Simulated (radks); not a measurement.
The dysprosium ion Dy2+, configuration [Kr] 4d10 4f10 5s1 5p6 5f1 (not the ground configuration). All-electron calculation, scalar-relativistic Kohn-Sham, r2SCAN, spin-polarised, spherical densities, finite nucleus; open shells are filled with parallel spins first (spin-orbit coupling, left out, can overturn this in heavy ions); meta-GGA in the generalised Kohn-Sham scheme; Fermi nuclear charge, rms radius 5.2218 fm. Program: a radial shooting solver on a logarithmic mesh with Libxc functionals.

Local quantities along the radius. ELF = 1/(1 + alpha^2) is the electron localisation function; alpha = (tau - tau_W)/tau_unif compares the Pauli kinetic energy density with that of the uniform gas (summed over spins). tau is taken from the large components.

```
   r/bohr * ELF (the largest magnitude, 0.999, reaches the edge; | marks zero)
 0.002328 |                                                      *
 0.003232 |                                                      *
 0.004451 |                                                      *
 0.006129 |                                                      *
  0.00844 |                                                      *
  0.01162 |                                                    *
  0.01601 |                                              *
  0.02204 |                             *
  0.03036 |                 *
  0.04214 |                          *
  0.05803 |                                       *
  0.07992 |                                   *
   0.1101 |                  *
   0.1516 |                            *
   0.2087 |                                        *
   0.2874 |                   *
   0.3958 |                    *
   0.5495 |                                       *
   0.7567 |                           *
    1.042 |                 *
    1.435 |                             *
    1.976 |                       *
    2.722 | *
    3.748 *
    5.162 |*
    7.165 |*
    9.868 *
    13.59 *
```

On this mesh the ELF has minima near r = 0.030, 0.11, 0.34, 1.0 bohr, which separate the shells, and maxima near 0.068 (0.74), 0.21 (0.74), 0.55 (0.72), 1.7 (0.55).

Self-consistent cycle (total energy in hartree, residual of the potential): 1: -12142.96400, 1e+01; 2: -12152.43919, 4e+00; 3: -12154.31679, 1e+00; 4: -12154.27648, 1e+00; 5: -12154.62530, 8e-02; 6: -12154.63063, 5e-02; 7: -12154.63125, 1e-02; 8: -12154.63129, 2e-03; 9: -12154.63128, 7e-04; 10: -12154.63128, 7e-04; 11: -12154.63129, 7e-04; 12: -12154.63129, 4e-04; 13: -12154.63129, 4e-04; 14: -12154.63128, 5e-04; 15: -12154.63128, 2e-04; 16: -12154.63128, 2e-04; 17: -12154.63129, 2e-04; 18: -12154.63129, 5e-05; 19: -12154.63129, 3e-05; 20: -12154.63129, 3e-05; 21: -12154.63129, 1e-05; 22: -12154.63129, 1e-05; 23: -12154.63129, 6e-06.
